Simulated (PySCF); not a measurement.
Compound: C₉H₁₆.
Numbering: `[CH3:1][CH2:2][C@@H:3]1[CH2:4][CH2:5][C:6]12[CH2:7][CH2:8][CH2:9]2` (hydrogens: H10, H11, H12 on C1; H13, H14 on C2; H15 on C3; H16, H17 on C4; H18, H19 on C5; H20, H21 on C7; H22, H23 on C8; H24, H25 on C9)

Method used: PySCF 2.14.0, PBE0-D3(BJ)/def2-SVP geometry optimisation, gas phase.

(1) List the bond lengths, angles and torsions at this level.

Answers

(1) 
| bond | length (Å) | order |
| --- | --- | --- |
| C1–C2 | 1.521 | single |
| C2–C3 | 1.514 | single |
| C3–C4 | 1.543 | single |
| C4–C5 | 1.538 | single |
| C5–C6 | 1.542 | single |
| C6–C7 | 1.536 | single |
| C7–C8 | 1.540 | single |
| C8–C9 | 1.540 | single |
| C3–C6 | 1.542 | single |
| C6–C9 | 1.545 | single |
| C1–H10, C1–H11, C1–H12 | 1.102 | single |
| C2–H13 | 1.104 | single |
| C2–H14 | 1.105 | single |
| C3–H15 | 1.106 | single |
| C4–H16 | 1.102 | single |
| C4–H17 | 1.100 | single |
| C5–H18 | 1.102 | single |
| C5–H19 | 1.102 | single |
| C7–H20 | 1.102 | single |
| C7–H21 | 1.102 | single |
| C8–H22 | 1.101 | single |
| C8–H23 | 1.100 | single |
| C9–H24 | 1.102 | single |
| C9–H25 | 1.101 | single |

Bonds in one row agree within 0.01 Å and their mean is given. Orders are formal, as drawn. A selection of angles:
| angle | degrees |
| --- | --- |
| C1–C2–C3 | 113.0 |
| C2–C3–C4 | 119.8 |
| C2–C3–C6 | 120.3 |
| C4–C3–C6 | 88.2 |
| C3–C4–C5 | 88.3 |
| C4–C5–C6 | 88.4 |
| C5–C6–C7 | 120.6 |
| C5–C6–C9 | 115.3 |
| C7–C6–C9 | 88.3 |
| C3–C6–C5 | 88.2 |
| C3–C6–C7 | 126.0 |
| C3–C6–C9 | 121.5 |
| C6–C7–C8 | 88.6 |
| C7–C8–C9 | 88.4 |
| C6–C9–C8 | 88.2 |

Dihedral angles: C1–C2–C3–C4 -68° (synclinal); C2–C3–C4–C5 -144° (anticlinal); C3–C4–C5–C6 20° (synperiplanar); C4–C5–C6–C7 -151° (antiperiplanar); C5–C6–C7–C8 -99° (anticlinal); C6–C7–C8–C9 -19° (synperiplanar); C7–C8–C9–C6 19° (synperiplanar); C2–C3–C6–C5 144° (anticlinal); C5–C6–C9–C8 104° (anticlinal).

Of the pairs four or more bonds apart, C2···H25 is among the closest relative to their van der Waals radii: 2.80 Å, 96 % of the sum of Bondi's values. The 4-membered ring C3–C4–C5–C6 has internal angles of 88.2° to 88.4°; it is puckered, 0.13 Å rms from its mean plane, widest ring torsion 20°. The 10 C–C bonds span 1.514 Å (C2–C3, drawn single) to 1.545 Å (C6–C9, drawn single), a spread of 0.031 Å. The 4-membered ring C6–C7–C8–C9 has internal angles of 88.2° to 88.6° (sum 353°, against 360° for a flat polygon); it is puckered, 0.13 Å rms from its mean plane, widest ring torsion 19°.

Point group: C1 (no symmetry element, even within 0.4 Å). No frequency check. The numbers are those of one conformer.
